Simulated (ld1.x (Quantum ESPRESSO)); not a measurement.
**u(r) = r·R(r): atom against pseudo-atom (Cd (Z = 48))**

Columns: radius, all-electron u(r) and pseudo u(r) of the 5s shell (level -32.26 eV) of cadmium in the configuration [Ar] 3d10 4s2 4p6 4d9 5s0 5p0; PBE, scalar-relativistic, ultrasoft scheme, ld1.x (Quantum ESPRESSO) 7.5.

| r (bohr) | all-electron | pseudo |
| --- | --- | --- |
| 0.108 | -0.1449 | 0.0396 |
| 0.215 | 0.2019 | 0.0796 |
| 0.322 | 0.2032 | 0.1209 |
| 0.430 | -0.0462 | 0.1645 |
| 0.538 | -0.2781 | 0.2105 |
| 0.645 | -0.3865 | 0.2584 |
| 0.752 | -0.3733 | 0.3087 |
| 0.860 | -0.2721 | 0.3614 |
| 0.968 | -0.1227 | 0.4154 |
| 1.075 | 0.0422 | 0.4693 |
| 1.182 | 0.2036 | 0.5227 |
| 1.290 | 0.3510 | 0.5746 |
| 1.398 | 0.4768 | 0.6234 |
| 1.505 | 0.5779 | 0.6671 |
| 1.612 | 0.6560 | 0.7050 |
| 1.720 | 0.7129 | 0.7361 |
| 1.828 | 0.7501 | 0.7589 |
| 1.935 | 0.7701 | 0.7723 |
| 2.042 | 0.7760 | 0.7762 |
| 2.150 | 0.7701 | 0.7701 |
| 2.258 | 0.7546 | 0.7546 |
| 2.365 | 0.7317 | 0.7317 |
| 2.472 | 0.7032 | 0.7032 |
| 2.580 | 0.6701 | 0.6701 |
| 2.688 | 0.6340 | 0.6340 |
| 2.795 | 0.5965 | 0.5965 |

Task: How many radial nodes do the two functions have?

Result: The all-electron 5s function has n − l − 1 = 4 (the table is too coarse to show those close to the nucleus); the pseudo-wave has 0, since the states of the same l below it are removed with the core.

Task: At about which radius was the pseudo-wave matched?

Result: 2.15 bohr. The columns agree to 0.0005 from 2.04 bohr on; several derivatives are matched, so the curves merge somewhat inside the radius.

Task: Where does each function peak?

Result: Outermost all-electron maximum near 2.04 bohr, pseudo maximum near 2.04 bohr (to the table’s step).

Task: Is the pseudo-wave norm-conserving?

Result: No, it belongs to an ultrasoft set: the norm inside the radius is not constrained, and the difference is carried by the augmentation charge.
